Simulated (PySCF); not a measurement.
## Correlation energy of Ar(2+) (argon, charge +2)

[Ne] 3s2 3p3 3d1, high-spin 5D determinant (an excited configuration). All numbers are calculated (PySCF 2.14, scalar relativity by spin-free X2C-1e, in dyall-acv3z). Frozen: [Ne]; 6 electrons correlated; the 23 highest virtual orbitals of each spin left out.

```csv
level,correlation energy (mhartree)
CCSD,-135.12
(T),-3.34
CCSD(T),-138.46
```

Diagnostics: T1 = 0.0036, D1 = 0.0068, largest double amplitude 0.049.

The outer electron is Rydberg-like, and this basis confines it to a smaller radius and binds it less than a complete one would.

Cost of the coupled-cluster step: roughly 40 core-seconds, for 6 correlated electrons.
